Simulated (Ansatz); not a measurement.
Relaxation of C2H9NSi3 (15 atoms, charge 0, multiplicity 1), to a largest force component of 0.015 eV/Å in at most 40 steps.

All numbers below come from Ansatz 0.2.0, RKS LDA/def2-SVP.

```xyz
15
Properties=species:S:1:pos:R:3:forces:R:3
C -2.034 1.016 2.024 -3.30 3.56 5.40
C -1.522 0.478 1.124 3.41 -3.75 -5.93
Si -0.679 -0.422 -0.276 0.96 0.41 1.44
Si 0.159 -2.480 0.403 -2.29 -0.11 0.66
Si 1.288 0.707 -0.859 -0.84 0.30 0.27
N 1.022 2.361 -1.261 -0.16 0.66 0.67
H -2.560 1.576 2.803 0.24 -0.27 -0.16
H -1.514 -0.499 -1.451 -0.84 -0.13 -0.86
H -1.055 -3.338 0.846 0.52 0.20 -0.20
H 0.808 -3.169 -0.679 0.70 -0.55 -1.00
H 1.002 -2.382 1.586 0.68 0.20 0.65
H 1.933 0.088 -2.005 0.41 -0.62 -0.77
H 2.188 0.755 0.276 0.70 -0.25 0.92
H 0.568 2.856 -0.466 0.26 -0.05 -0.39
H 0.374 2.402 -2.037 -0.46 0.38 -0.71
```

Question: Where does it end, and by what steps?

Answer: The forces met the threshold. The force dipped under the threshold on the way, but the program's further checks kept it going. After 23 steps the energy has fallen by 0.599 eV; H14 moved furthest, 0.52 Å.

| step | energy less start (eV) | largest force component (eV/Å) | accepted |
| --- | --- | --- | --- |
| 0 | 0.0000 | 5.929 | yes |
| 1 | -0.5188 | 0.590 | yes |
| 2 | -0.4970 | 1.196 | no |
| 3 | -0.5615 | 1.165 | yes |
| 4 | -0.5917 | 0.041 | yes |
| 5 | -0.5929 | 0.062 | yes |
| 6 | -0.5935 | 0.067 | yes |
| 7 | -0.5943 | 0.012 | yes |
| 8 | -0.5947 | 0.112 | yes |
| 9 | -0.5952 | 0.053 | yes |
| 10 | -0.5956 | 0.018 | yes |
| 11 | -0.5962 | 0.036 | yes |
| 12 | -0.5960 | 0.154 | no |
| 13 | -0.5968 | 0.042 | yes |
| 14 | -0.5969 | 0.110 | yes |
| 15 | -0.5969 | 0.100 | no |
| 16 | -0.5977 | 0.051 | yes |
| 17 | -0.5979 | 0.045 | yes |
| 18 | -0.5982 | 0.077 | yes |
| 19 | -0.5984 | 0.067 | yes |
| 20 | -0.5986 | 0.043 | yes |
| 21 | -0.5988 | 0.016 | yes |
| 22 | -0.5988 | 0.015 | yes |
| 23 | -0.5989 | 0.013 | yes |

```xyz
15
Properties=species:S:1:pos:R:3
C -1.826 1.167 1.735
C -1.351 0.429 0.877
Si -0.510 -0.590 -0.390
Si 0.019 -2.658 0.548
Si 1.305 0.808 -0.915
N 0.778 2.459 -0.938
H -2.264 1.801 2.500
H -1.456 -0.766 -1.553
H -1.211 -3.384 1.028
H 0.718 -3.515 -0.477
H 0.951 -2.448 1.713
H 1.901 0.490 -2.261
H 2.346 0.593 0.156
H 0.159 2.741 -0.166
H 0.419 2.822 -1.827
```

Run time: 57 s on 2 threads of Intel(R) Xeon(R) Platinum 8259CL CPU @ 2.50GHz (Skylake/Cascade Lake), on a shared host, peak memory 0.21 GiB.
